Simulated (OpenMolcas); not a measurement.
## Ca II: terms and fine structure

```json
{"Program": "OpenMolcas", "Method": "SS-CASPT2, IPEA 0.25 Eh, imaginary shift 0.1 Eh (closed shells correlated: 3s 3p)", "Basis": "ANO-RCC-VQZP [7s6p3d2f1g]", "Scalar Hamiltonian": "DKH2, point nucleus", "Active space": "1 electron in 9 orbitals (3d 4s 4p)", "State averaging": "2S+1 = 2 even, 6 roots; 2S+1 = 2 odd, 3 roots", "Spin-orbit coupling": "state interaction with AMFI integrals over the reference wave functions, term energies averaged over their components"}
```

Spin-free terms above the lowest, with the occupations of the reference:

```csv
Configuration,Term,E (cm⁻¹),Occupations
4s,²S,0.0,4s 1.00
3d,²D,22590,3d 1.00
4p,²P°,25180,4p 1.00
```

With spin-orbit coupling, above the lowest level:

```tsv
Configuration	Term	J	E (cm⁻¹)	Measured (cm⁻¹)	g	Term weight %
4s	²S	1/2	0.0	0.0	2.002	100
3d	²D	3/2	22580	13650	0.800	100
3d	²D	5/2	22600	13711	1.200	100
4p	²P°	1/2	25080	25192	0.666	100
4p	²P°	3/2	25240	25414	1.334	100
```

Against the 4 measured excited levels shown (NIST Handbook of Basic Atomic Spectroscopic Data) the mean absolute deviation is 4500 cm-1; the largest miss in energy is 3d ²D_3/2: computed 22580, measured 13650 cm⁻¹ (+65.4 %).

CASPT2 breaks the degeneracy within a term, and the mean is taken; among the terms shown or strongly mixed into the levels shown the widest spread is 130 cm-1 (3d ²D). ANO sets are built for ground and valence states and can reach diffuse excited orbitals poorly. With one active electron, CASPT2 adds the correlation within the correlated inactive shells and between them and that electron, and leaves the splitting within a term as the reference gives it. Computed and measured levels are paired by configuration, term and J; levels that our copy of the source lacks, or whose pairing is in doubt (as where it misses far off the trend of its configuration), stay unpaired and out of the deviations. Only configurations of the active space appear.

The term weight is that of the spin-free term in the level, not the purity of its configuration. ° marks odd parity.
